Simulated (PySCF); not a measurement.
PySCF job for Si(F)3(NCO) (CF₃NOSi), SMILES O=C=N[Si](F)(F)F, PBE-D3(BJ)/def2-SVP. The structure is a stationary point at PBE-D3(BJ)/def2-SVP. The values are those of a single conformer.

```python
import numpy as np
from pyscf import gto, scf, dft, df
from pyscf.hessian import thermo

mol = gto.M(
    atom='''
    O    -0.00000000   -0.00000000    3.32218145
    C    -0.00000000   -0.00000000    2.14668267
    N     0.00000000    0.00000000    0.93479377
    Si    0.00000000    0.00000000   -0.75103294
    F     1.30409783   -0.75292123   -1.31432011
    F    -1.30409783   -0.75292123   -1.31432011
    F    -0.00000000    1.50584247   -1.31432011
    ''',
    basis='def2-SVP',
    charge=0,
    spin=0,
    max_memory=1600,
    verbose=3,
)
mf = dft.RKS(mol, xc='pbe').density_fit(auxbasis='def2-universal-jkfit')
mf.disp = 'd3bj'
mf.grids.level = 3
mf.conv_tol = 1e-11
mf.max_cycle = 100
mf.kernel()

# [left out here: the lines that compute and print the analytic Hessian (its translational invariance restored by hand, since the grid's response is missing), thermochemistry and intensities]
```

Output:

```
converged SCF energy = -756.285850162797

WARN: DFTD3 does not support analytical Hessian, using finite difference


WARN: Mole.unit (angstrom) is changed to Bohr

Mode                                 0                   1                   2
Irrep
Freq [cm^-1]                       44.5255             44.6142            239.5692
Reduced mass [au]                  16.2633             16.2631             17.2390
Force const [Dyne/A]                0.0190              0.0191              0.5829
Char temp [K]                      64.0623             64.1900            344.6867
Normal mode                   x     y     z       x     y     z       x     y     z
       0   O                -0.13 -0.00 -0.00    0.00 -0.13 -0.00   -0.00 -0.02 -0.00
       1   C                -0.00 -0.00 -0.00    0.00 -0.00 -0.00    0.00  0.05  0.00
       2   N                 0.16  0.00 -0.00   -0.00  0.16 -0.00    0.00  0.13 -0.00
       3  Si                 0.03  0.00 -0.00   -0.00  0.03 -0.00   -0.00 -0.00  0.00
       4   F                -0.01  0.00 -0.09    0.00 -0.01  0.05   -0.06 -0.07 -0.05
       5   F                -0.01 -0.00  0.09   -0.00 -0.01  0.05    0.06 -0.07 -0.05
       6   F                -0.01 -0.00 -0.00    0.00 -0.01 -0.11   -0.00  0.04  0.11
Mode                                 3                   4                   5
Irrep
Freq [cm^-1]                      239.5939            319.4898            348.3206
Reduced mass [au]                  17.2391             17.4603             19.0473
Force const [Dyne/A]                0.5831              1.0501              1.3616
Char temp [K]                     344.7223            459.6748            501.1558
Normal mode                   x     y     z       x     y     z       x     y     z
       0   O                 0.02 -0.00 -0.00   -0.00  0.00  0.09    0.01 -0.00  0.00
       1   C                -0.05  0.00 -0.00    0.00 -0.00  0.09   -0.04  0.00  0.00
       2   N                -0.13  0.00 -0.00    0.00 -0.00  0.08   -0.11  0.00  0.00
       3  Si                 0.00 -0.00 -0.00   -0.00  0.00  0.05    0.09 -0.00  0.00
       4   F                -0.00  0.06 -0.10   -0.05  0.03 -0.09    0.03 -0.08 -0.05
       5   F                -0.00 -0.06  0.10    0.05  0.03 -0.09    0.03  0.08  0.05
       6   F                 0.11  0.00  0.00    0.00 -0.05 -0.09   -0.11 -0.00  0.00
Mode                                 6                   7                   8
Irrep
Freq [cm^-1]                      348.3253            584.8445            584.8481
Reduced mass [au]                  19.0477             12.7264             12.7264
Force const [Dyne/A]                1.3616              2.5647              2.5647
Char temp [K]                     501.1626            841.4610            841.4662
Normal mode                   x     y     z       x     y     z       x     y     z
       0   O                -0.00 -0.01  0.00   -0.00  0.10 -0.00   -0.10 -0.00 -0.00
       1   C                 0.00  0.04  0.00    0.00 -0.25 -0.00    0.25  0.00 -0.00
       2   N                 0.00  0.11  0.00   -0.00  0.09 -0.00   -0.09 -0.00 -0.00
       3  Si                -0.00 -0.09  0.00   -0.00  0.00  0.00   -0.00 -0.00  0.00
       4   F                 0.08  0.06 -0.03    0.00  0.00 -0.00   -0.00 -0.00 -0.00
       5   F                -0.08  0.06 -0.03   -0.00  0.00 -0.00   -0.00  0.00  0.00
       6   F                 0.00 -0.08  0.06   -0.00  0.00  0.00   -0.00 -0.00 -0.00
Mode                                 9                  10                  11
Irrep
Freq [cm^-1]                      603.2435            856.6441            985.0073
Reduced mass [au]                  18.6998             21.5544             22.6928
Force const [Dyne/A]                4.0093              9.3194             12.9723
Char temp [K]                     867.9331           1232.5201           1417.2062
Normal mode                   x     y     z       x     y     z       x     y     z
       0   O                -0.00  0.00  0.11    0.00 -0.00 -0.05    0.00  0.00  0.00
       1   C                 0.00 -0.00  0.09    0.00  0.00 -0.02   -0.00 -0.00  0.00
       2   N                -0.00  0.00  0.05    0.00  0.00  0.00   -0.00 -0.01  0.00
       3  Si                -0.00 -0.00 -0.10    0.00 -0.00  0.12    0.00  0.13 -0.00
       4   F                 0.07 -0.04 -0.01    0.08 -0.04 -0.04    0.05 -0.03 -0.02
       5   F                -0.07 -0.04 -0.01   -0.08 -0.04 -0.04   -0.05 -0.03 -0.02
       6   F                 0.00  0.08 -0.01    0.00  0.09 -0.04   -0.00 -0.12  0.04
Mode                                12                  13                  14
Irrep
Freq [cm^-1]                      985.0133           1520.7897           2429.0723
Reduced mass [au]                  22.6928             14.8655             12.7319
Force const [Dyne/A]               12.9725             20.2567             44.2613
Char temp [K]                    1417.2149           2188.0778           3494.8942
Normal mode                   x     y     z       x     y     z       x     y     z
       0   O                -0.00  0.00 -0.00   -0.00 -0.00  0.15   -0.00 -0.00 -0.09
       1   C                 0.00 -0.00 -0.00   -0.00  0.00 -0.04    0.00 -0.00  0.24
       2   N                 0.01 -0.00 -0.00   -0.00 -0.00 -0.20   -0.00 -0.00 -0.12
       3  Si                -0.13  0.00  0.00    0.00  0.00  0.03    0.00  0.00  0.00
       4   F                 0.09 -0.05 -0.04    0.00 -0.00 -0.00   -0.00  0.00  0.00
       5   F                 0.09  0.05  0.04   -0.00 -0.00 -0.00    0.00  0.00  0.00
       6   F                 0.00 -0.00  0.00    0.00  0.00 -0.00    0.00 -0.00  0.00
temperature 298.1500 [K]
pressure 101325.00 [Pa]
Rotational constants [GHz] 3.91039 1.19486 1.19486
Symmetry number 3
Zero-point energy (ZPE) 0.02309 [Eh]   60614.191 [J/mol]
                           tot       elec      trans        rot        vib
Entropy [J/mol/K]       359.108      0.000    169.171    109.879     80.059
Cv [J/mol/K]             95.600      0.000     12.472     12.472     70.657
Cp [J/mol/K]            103.914      0.000     20.786     12.472     70.657
Internal energy [J/mol]                      3718.434   3718.434  72321.674
Internal energy [Eh]   -756.25547  -756.28585
Enthalpy [J/mol]                             6197.391   3718.434  72321.674
Enthalpy [Eh]          -756.25453
Gibbs free energy [J/mol]                  -44240.813 -29041.888  48452.144
Gibbs free energy [Eh] -756.29531
mode   freq/cm-1   IR/(km/mol)
   1       44.53         0.027
   2       44.61         0.027
   3      239.57         0.000
   4      239.59         0.000
   5      319.49        44.681
   6      348.32        36.833
   7      348.33        36.835
   8      584.84        28.600
   9      584.85        28.601
  10      603.24        86.914
  11      856.64       275.631
  12      985.01       178.541
  13      985.01       178.537
  14     1520.79        78.306
  15     2429.07      1191.725
max |gradient| / (hartree/bohr): 0.00013192252364980627
APT charges: [-0.6562  1.2105 -1.2172  2.4713 -0.6028 -0.6028 -0.6028]
```

The calculation finished and met its thresholds.
